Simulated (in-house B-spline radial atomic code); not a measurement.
Values are calculated unless marked as measured or tabulated.
## Correlation energy from the adiabatic connection: ω²r²/2 − Z/r, ω = 0.0142, Z = 2

Two electrons in a singlet, external potential ω²r²/2 − Z/r, ω = 0.0142, Z = 2 (atomic units). Full CI in B-splines (partial waves to l = 8, correlation up to 0.6 % small) with the density held fixed gives W(λ) = <V_ee>_λ − U, and E_c is the integral of W(λ) − W(0) from 0 to 1.

```tsv
λ	W(λ) − W(0) (hartree)
0	0.00000
0.02	-0.00192
0.05	-0.00477
0.12	-0.01128
0.25	-0.02285
0.4	-0.03541
0.6	-0.05098
0.8	-0.06534
1	-0.07862
```

Task: Integrate the table by the trapezoid rule.

Result: The strips give -0.00002, -0.00010, -0.00056, -0.00222, -0.00437, -0.00864, -0.01163, -0.01440, which sum to -0.04194 hartree. The direct value, W(1) − W(0) + T_c with T_c = 0.03660, is -0.04201; the curve is convex, so chords lie above it and the trapezoids fall short in size by 0.18 %.

Task: Now use only three numbers: W(0) = -1.0247, the initial slope W'(0) = -0.09656 (extrapolated from the first points) and the strong-coupling limit of the point-charge-plus-continuum model, W∞ = -1.4621. What do second-order theory and the interpolation W(λ) = W∞ + (W(0) − W∞)/√(1 + 2χλ) of Seidl, Perdew and Levy give?

Result: Second order keeps the slope alone: E_c = W'(0)/2 = -0.04828, +15 % in size against -0.04201. Matching the slope fixes χ = W'(0)/(W∞ − W(0)) = -0.09656/(-0.43740) = 0.22076. Integrating, with s = √(1 + 2χ) = 1.200632, E_c = −(W(0) − W∞)(s − 1)/(s + 1) = −0.43740 × 0.200632/2.200632 = -0.03988 hartree, -5.1 % in size against the full result. At λ = 1 the formula gives W − W(0) = -0.07309 against -0.07862. Part of the miss can come from the model's W∞.
